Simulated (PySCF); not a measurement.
Effect of structural changes

Computed with TDDFT CAM-B3LYP/def2-SVPD circular dichroism and optical rotation, one conformer, gas phase (PySCF). Geometry: GFN2-xTB.

Each molecule in one low-energy conformer. The parent is [BH3-][NH2+][C@@H]1C[C@@H]1CF.

The molecule is flexible and this is one conformer; a measurement averages over conformers.

Q: How does the specific rotation at 589.3 nm (origin-invariant length gauge) change along this series?
- [BH3-][NH2+][C@@H]1C[C@@H]1CF (base)
- [BH3-][NH2+][C@H]1C[C@@H]1CF (diastereomer)

A: 
```csv
molecule,[α]589 (deg dm⁻¹ (g/mL)⁻¹),S1 (eV),"R(S1), velocity form (10⁻⁴⁰ esu² cm²)"
[BH3-][NH2+][C@@H]1C[C@@H]1CF,+99.2,7.16,+13.6
[BH3-][NH2+][C@H]1C[C@@H]1CF,-3.0,7.13,-1.5
```
The specific rotation at 589.3 nm (origin-invariant length gauge) is lowest for [BH3-][NH2+][C@H]1C[C@@H]1CF and highest for [BH3-][NH2+][C@@H]1C[C@@H]1CF.
